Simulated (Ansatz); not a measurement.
Born–Oppenheimer molecular dynamics of BF2H2N (6 atoms, charge 0, multiplicity 1). It starts from a relaxed structure.

Method: RKS PBE-D4/def2-SVP (Ansatz).

```yaml
ensemble: NVE (velocity Verlet)
time_step: 2 fs
steps_asked: 40
starting_velocities_drawn_for: 100 K
seed: 841811
```

First frame:

```xyz
6
Properties=species:S:1:pos:R:3
B 0.068 0.000 -0.039
F -0.048 -0.614 1.148
N 1.284 0.000 -0.741
H 2.120 -0.459 -0.387
H 1.395 0.459 -1.643
F -1.018 0.614 -0.533
```

(1) How far do the bonds stretch over the last three quarters of this one trajectory? (Pairs bonded in most of those frames.)

Results:

(1) 
| bond | mean (Å) | spread (Å) | shortest | longest |
| --- | --- | --- | --- | --- |
| B1–F2 | 1.343 | 0.016 | 1.32 | 1.37 |
| B1–N3 | 1.406 | 0.006 | 1.39 | 1.41 |
| B1–F6 | 1.345 | 0.013 | 1.32 | 1.37 |
| N3–H4 | 1.020 | 0.012 | 1.00 | 1.04 |
| N3–H5 | 1.019 | 0.014 | 1.00 | 1.04 |

Mean temperature of the second half: 46 K. The conserved energy stayed within 1.1 meV per atom of its start (net change 0.75 meV per atom), so the integration is sound. Over the second half the temperature averaged 0.46 of the 100 K drawn at the start: a run that starts near a minimum puts about half its kinetic energy into the potential. A step of 2 fs is long for free X–H stretches (periods near 10 fs) and can bias their spread and the temperature. A run of 0.08 ps of so small a system gives no equilibrium averages.

The run took 80 s on 1 thread of Arm Neoverse N1 (shared host), peak memory 0.11 GiB.
